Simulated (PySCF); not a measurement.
CH₇FO₂Si₂, SMILES C([SiH3])[Si](O)(F)O. Atoms are numbered in the order given.

```xyz
13

O      1.6023     1.3316     1.0458
Si     0.6528     0.4761    -0.0071
O      1.2883    -1.0371    -0.1405
F      0.7336     1.2506    -1.4397
C     -1.1280     0.3019     0.4647
Si    -1.9020    -1.3811     0.0643
H      1.6022     2.2928     0.9706
H      2.2453    -1.1204    -0.2249
H     -1.2294     0.4768     1.5492
H     -1.7087     1.0888    -0.0456
H     -1.3144    -2.4451     0.9228
H     -3.3720    -1.3215     0.3242
H     -1.6936    -1.7238    -1.3707
```
Charge 0, spin multiplicity 1.

Geometry optimised at B3LYP-D3(BJ)/def2-SVP. This is a generated structure with no PubChem entry under its InChIKey; it may be hypothetical. One conformer was computed; it need not be the lowest.

These are PBE0/pcSseg-1 (PySCF) values and carry that method's errors.

GIAO shieldings, no solvent; atoms listed in one row are averaged. δ = σ(ref) − σ: ¹⁷O against H2O (σ = 334.2 ppm); ²⁹Si against TMS (σ = 352.7 ppm); ¹⁹F against CFCl3 (σ = 167.2 ppm); ¹³C against TMS (σ = 186.3 ppm); ¹H against TMS (σ = 31.56 ppm), references at their B3LYP-D3(BJ)/def2-TZVP geometries, non-relativistic.

Computed chemical shifts:
```json
[
 {"nucleus": "¹⁷O", "atoms": "O1", "count": "1", "δ (ppm)": "62.2"},
 {"nucleus": "¹⁷O", "atoms": "O3", "count": "1", "δ (ppm)": "59.2"},
 {"nucleus": "²⁹Si", "atoms": "Si2", "count": "1", "δ (ppm)": "-31.5"},
 {"nucleus": "²⁹Si", "atoms": "Si6", "count": "1", "δ (ppm)": "-68.2"},
 {"nucleus": "¹⁹F", "atoms": "F4", "count": "1", "δ (ppm)": "-136.1"},
 {"nucleus": "¹³C", "atoms": "C5", "count": "1", "δ (ppm)": "-9.6"},
 {"nucleus": "¹H", "atoms": "H11, H12, H13", "count": "3", "δ (ppm)": "4.27"},
 {"nucleus": "¹H", "atoms": "H8", "count": "1", "δ (ppm)": "2.50"},
 {"nucleus": "¹H", "atoms": "H7", "count": "1", "δ (ppm)": "2.26"},
 {"nucleus": "¹H", "atoms": "H9", "count": "1", "δ (ppm)": "0.24"},
 {"nucleus": "¹H", "atoms": "H10", "count": "1", "δ (ppm)": "0.14"}
]
```
